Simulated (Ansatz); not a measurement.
This geometry of C$_{2}$H$_{6}$BSi (10 atoms, charge 1, multiplicity 1) is a first-order saddle point.

The calculation used RKS PBE-D4/def2-SVP (Ansatz).

```xyz
10
Properties=species:S:1:pos:R:3
C -1.219 1.600 -0.623
C -0.178 0.900 -0.051
B -0.176 -0.613 -0.149
Si 1.349 -1.668 0.698
H -2.038 1.074 -1.145
H -1.279 2.702 -0.590
H 0.611 1.485 0.453
H -1.031 -1.272 -0.698
H 2.504 -1.044 1.426
H 1.457 -3.164 0.679
```

Problem. Which two structures does it join? (They come from a converged band through this point; their orientation in space is the band's.)

Solution. No bond is made or broken. The dihedral C2–B3–Si4–H9 goes from -100 to 101°. The two ends are copies of one structure, up to a mirror image or an exchange of like atoms.

Image 0:

```xyz
10
Properties=species:S:1:pos:R:3
C -1.338 1.525 -0.662
C -0.437 0.985 0.217
B 0.173 -0.364 -0.066
Si 1.446 -1.624 0.739
H -1.636 0.996 -1.583
H -1.806 2.510 -0.486
H -0.179 1.562 1.122
H -0.098 -1.034 -1.076
H 2.874 -1.724 0.287
H 1.002 -2.832 1.509
```

Image 6:

```xyz
10
Properties=species:S:1:pos:R:3
C -1.343 1.525 -0.655
C -0.437 0.991 0.224
B 0.173 -0.359 -0.051
Si 1.454 -1.622 0.728
H -1.647 0.987 -1.570
H -1.808 2.512 -0.485
H -0.173 1.575 1.122
H -0.106 -1.042 -1.052
H 1.019 -2.832 1.501
H 2.867 -1.733 0.236
```

Problem. How far does it lie above each of them?

Solution. 15.8 kJ/mol above the first and 15.8 kJ/mol above the second. This is the barrier of this one path; another mechanism may lie lower. Limits of this set-up: the dipole of an ion depends on the origin.

Time of the run: 100 s on 1 thread of Intel(R) Xeon(R) Platinum 8375C CPU @ 2.90GHz (Ice Lake) (shared host), peak memory 0.14 GiB.
